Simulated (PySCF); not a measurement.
In (indium, neutral) across methods

[Kr] 4d10 5s2 5p1, 2P determinant. Computed with PySCF 2.14 in aug-cc-pVTZ-DK3, with scalar relativity by spin-free X2C-1e. The B2PLYP total includes its PT2 part (frozen core); its orbital energies are those of the SCF part.

```
method  E (hartree)  mean ε 5s α (eV)  mean ε 5s β (eV)  mean ε 5p α (eV)  Σ⟨r²⟩ (bohr²)   ⟨S²⟩
   PBE     -5880.32            -8.361            -7.873            -2.822          58.92  0.752
  PBE0     -5880.39            -9.346            -8.631            -3.590          58.53  0.753
 wB97X     -5880.93           -11.662           -10.981            -5.302          58.26  0.752
B2PLYP     -5880.04           -10.187            -9.285            -4.175          59.04  0.755
   UHF  -5878.03182           -11.554           -10.050            -5.477          59.71  0.763
  BLYP     -5880.93            -8.271            -7.913            -2.629          59.25  0.751
   LDA     -5874.87            -8.639            -8.205            -2.856          58.42  0.751
r2SCAN     -5880.73            -8.589            -8.011            -3.049          58.20  0.756
  TPSS     -5880.47            -8.358            -7.730            -2.873          58.53  0.752
```
